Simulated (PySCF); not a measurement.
CH₆O₂Si₂, SMILES O=C([SiH2]O)[SiH3]. Atoms are numbered in the order given.

```xyz
11

O     -1.5642    -0.0879     0.0000
C     -0.3676    -0.3507     0.0000
Si     0.2430    -2.1945     0.0000
Si     0.7740     1.2340     0.0000
O     -0.3530     2.4530     0.0000
H      1.0925    -2.3936     1.2110
H     -0.9143    -3.1282     0.0000
H      1.0925    -2.3936    -1.2110
H      1.6390     1.2436     1.2130
H      1.6390     1.2436    -1.2130
H     -1.2437     2.0571     0.0000
```
Charge 0, spin multiplicity 1.

The structure is a stationary point at B3LYP-D3(BJ)/def2-SVP. A frequency run showed that this geometry is not a minimum. This is a generated structure with no PubChem entry under its InChIKey; it may be hypothetical. Other conformers were not sampled.

Method: PBE/pcSseg-1 run with PySCF.

GIAO shieldings, no solvent; atoms alike by connectivity are averaged. δ = σ(ref) − σ: ¹⁷O against H2O (σ = 334.3 ppm); ¹³C against TMS (σ = 182.0 ppm); ²⁹Si against TMS (σ = 335.4 ppm); ¹H against TMS (σ = 31.49 ppm), references at their B3LYP-D3(BJ)/def2-TZVP geometries, non-relativistic.

| nucleus | atoms | count | δ (ppm) |
|---|---|---|---|
| ¹⁷O | O1 | 1 | 1068.5 |
| ¹⁷O | O5 | 1 | -4.9 |
| ¹³C | C2 | 1 | 310.1 |
| ²⁹Si | Si4 | 1 | -46.7 |
| ²⁹Si | Si3 | 1 | -84.5 |
| ¹H | H9, H10 | 2 | 5.47 |
| ¹H | H6, H7, H8 | 3 | 4.57 |
| ¹H | H11 | 1 | 2.47 |
